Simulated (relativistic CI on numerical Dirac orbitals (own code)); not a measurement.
Crystal-field levels of Nb⁴⁺, 4d

Calculated by Dirac-Coulomb-Breit CI, orbitals from a KLI potential per configuration, model QED (radiative potential, 1s self-energy scaled to tabulated hydrogen-like ionisation energies), one configuration in a parametric crystal field, unscaled Slater integrals (own radial code).

Field parameters in Wybourne normalisation: Oh B⁴₀ = 21Dq, B⁴₄ = √(5/14) B⁴₀; Td as Oh with Dq negative (B⁴₀ = 21Dq, B⁴₄ = √(5/14) B⁴₀). The field is a parameter set, without covalency.

S and J are read from ⟨S²⟩ = S(S + 1) and ⟨J²⟩ = J(J + 1) of each level; they are not fictitious spins.

Td, 10Dq = -10800 cm⁻¹, the lowest 3 levels:

```json
{"E (cm⁻¹)": "0.0", "Degeneracy": "4", "Irrep": "Γ8", "S": "0.50", "J": "2.07"}
{"E (cm⁻¹)": "10590", "Degeneracy": "4", "Irrep": "Γ8", "S": "0.50", "J": "2.03"}
{"E (cm⁻¹)": "11562", "Degeneracy": "2", "Irrep": "Γ7", "S": "0.50", "J": "2.50"}
```

Oh, 10Dq = 12100 cm⁻¹, the lowest 3 levels:

```csv
E (cm⁻¹),Degeneracy,Irrep,S,J
0.0,4,Γ8,0.50,1.88
1098,2,Γ7,0.50,2.50
12562,4,Γ8,0.50,2.21
```

Oh, 10Dq = 25750 cm⁻¹, the lowest 3 levels:

```tsv
E (cm⁻¹)	Degeneracy	Irrep	S	J
0.0	4	Γ8	0.50	1.92
1068	2	Γ7	0.50	2.50
26152	4	Γ8	0.50	2.18
```

The free-ion ground term has S = 1/2. Every field shown keeps that spin.

Levels of this model without a field, named by their leading LS term: ²D3/2 0, ²D5/2 1734 cm⁻¹.
